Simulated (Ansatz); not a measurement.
CH3FOSe, SMILES `OC(F)[SeH]` at its PBE0-D4/def2-TZVP geometry, where that method's forces vanish. Total charge 0; spin multiplicity 1.

| atom | x (Å) | y (Å) | z (Å) |
| --- | --- | --- | --- |
| O1 | 1.373 | 0.559 | 0.182 |
| C2 | 0.027 | 0.391 | 0.218 |
| F3 | -0.367 | -0.267 | 1.352 |
| Se4 | -0.576 | -0.650 | -1.356 |
| H5 | 1.794 | -0.305 | 0.092 |
| H6 | -0.438 | 1.376 | 0.221 |
| H7 | -1.812 | -1.105 | -0.709 |

(1) For each bond, give half the difference of the two atoms' forces along it (eV/Å; positive pushes the atoms apart) under PBE-D4, r2SCAN-D4, B3LYP-D4, ωB97M-V in def2-TZVPP. (Estimate.)

Results:

(1) Computed: 
| bond | length (Å) | PBE-D4 | r2SCAN-D4 | B3LYP-D4 | ωB97M-V |
| --- | --- | --- | --- | --- | --- |
| O1–C2 | 1.357 | 0.26 | 0.15 | 0.22 | 0.31 |
| O1–H5 | 0.965 | 0.40 | 0.02 | -0.04 | -0.12 |
| C2–F3 | 1.369 | 0.54 | 0.29 | 0.34 | 0.22 |
| C2–Se4 | 1.981 | 0.18 | 0.13 | 0.18 | -0.16 |
| C2–H6 | 1.089 | 0.02 | -0.14 | -0.26 | -0.21 |
| Se4–H7 | 1.467 | 0.26 | -0.02 | 0.04 | -0.11 |

B3LYP here is the variant with VWN-RPA as its local correlation; programs differ in this.
